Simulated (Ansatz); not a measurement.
C2H5AlCl (`C[CH2][Al][Cl]`) radical. Charge 0, multiplicity 2.

| atom | x (Å) | y (Å) | z (Å) |
| --- | --- | --- | --- |
| C1 | -0.571 | -0.299 | 0.713 |
| C2 | 0.282 | -0.580 | -0.519 |
| Al3 | 1.090 | 1.022 | -1.358 |
| Cl4 | 0.774 | 2.877 | -0.369 |
| H5 | -1.414 | 0.356 | 0.482 |
| H6 | -0.980 | -1.223 | 1.134 |
| H7 | 0.004 | 0.194 | 1.500 |
| H8 | 1.112 | -1.257 | -0.284 |
| H9 | -0.295 | -1.091 | -1.299 |

**Question.** What are the harmonic wavenumbers in cm⁻¹ at PBE0-D4/def2-TZVP (Ansatz, finite differences of forces, unscaled)? (Estimate.)

**Answer.** Computed: 8i, 107, 201, 291, 462, 559, 589, 915, 954, 1030, 1186, 1243, 1407, 1434, 1486, 1494, 3029, 3039, 3070, 3105, 3125.
